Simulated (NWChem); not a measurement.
# CdNH2I; SMILES [NH2][Cd][I]

```xyz
5

Cd     0.0008     1.0773    -0.0157
I     -0.0003    -1.5158     0.0085
N     -0.0032     3.0863     0.1320
H     -0.8167     3.5105    -0.3138
H      0.8130     3.5134    -0.3057
```
Atoms are numbered in this order, from 1.

Results from NWChem. Structure relaxed at the PBE0/def2-SVP level. def2 effective core potentials on Cd, I; no spin-orbit coupling. Vertical excitations in the gas phase; the lowest state need not have the same character in each row.

```csv
level,"lowest excitation, singlet (eV)",oscillator strength of that lowest state,orbital gap (eV)
"PBE/def2-SVP, TDA",3.90,0.030,3.48
"B3LYP/def2-SVP, TDA",4.20,0.036,5.06
"BHandHLYP/def2-SVP, TDA",4.77,0.050,7.50
"LRC-wPBEh/def2-SVP, TDA",[?],[?],[?]
```

Question: Fill in the missing entries.

Answer: 
- LRC-wPBEh/def2-SVP, TDA, lowest excitation, singlet (eV): 4.70
- LRC-wPBEh/def2-SVP, TDA, oscillator strength of that lowest state: 0.045
- LRC-wPBEh/def2-SVP, TDA, orbital gap (eV): 9.04
